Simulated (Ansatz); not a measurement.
Basis-set series for H5NOSSi, SMILES `N[SiH](O)S`. Charge 0, multiplicity 1. Geometry: relaxed with PBE0-D4/def2-TZVP. It is one conformer, not always the lowest.

Cartesian coordinates in Å:
```
N -1.253 -0.597 -0.361
Si 0.254 0.165 -0.203
O 1.508 -0.856 -0.497
S 0.532 0.827 1.810
H -1.669 -0.729 -1.268
H -1.549 -1.299 0.298
H 0.266 1.299 -1.159
H 2.397 -0.513 -0.383
H -0.486 1.702 1.763
```

```tsv
functional	basis	functions	energy (Eh)	HOMO (eV)	LUMO (eV)
PBE0-D4	def2-TZVPP	216	-820.47013	-7.39	0.47
PBE0-D4	def2-QZVPP	404	-820.50087	-7.44	0.17
ωB97M-V	def2-TZVPP	216	-820.78221	-9.61	2.12
ωB97M-V	def2-QZVPP	404	-820.81129	-9.66	1.52
```

Task: Give the rows for def2-SVP. (Best estimate.)

Result: The calculation gave: 
```json
{"functional": "PBE0-D4", "basis": "def2-SVP", "functions": "89", "energy (Eh)": "-820.05285", "HOMO (eV)": "-7.19", "LUMO (eV)": "1.05"}
{"functional": "ωB97M-V", "basis": "def2-SVP", "functions": "89", "energy (Eh)": "-820.36081", "HOMO (eV)": "-9.37", "LUMO (eV)": "2.93"}
```

Positive LUMOs are unbound and depend on the basis.

Results of the Gaussian-basis code of Ansatz.
